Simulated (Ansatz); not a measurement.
Mulliken charges of `C[O][W](=[O])([OH])=[S]` from ωB97M-V/def2-TZVPP in Ansatz (PBE0-D4/def2-TZVP geometry).

```
atom   x (Å)   y (Å)   z (Å)  charge (e)
  C1  -0.214  -1.403   1.272      -0.147
  O2   0.110  -0.755   0.064      -0.385
  W3  -0.135   0.838  -0.838       0.967
  O4  -0.988   0.529  -2.277      -0.387
  O5   1.527   1.623  -1.235      -0.394
  S6  -1.284   2.152   0.398      -0.250
  H7   0.700  -1.820   1.700       0.131
  H8  -0.917  -2.212   1.067       0.134
  H9  -0.660  -0.696   1.976       0.125
 H10   1.860   1.744  -2.127       0.206
```

**Question.** By hand: the dipole of these point charges (1 e Å = 4.8032 D).

**Answer.** Σ q r = (0.230, -0.337, 0.421) e Å, of length 0.586 e Å = 2.81 D.

**Question.** How does the dipole of the full density compare? (Estimate.)

**Answer.** The calculation gave: (0.522, -0.416, 0.153) e Å, 3.29 D; the point charges give 0.85 times that, at 36° from its direction.

Point charges leave out the atoms' own dipoles, such as those of lone pairs, and Mulliken's split depends on the basis, so the two needn't agree.
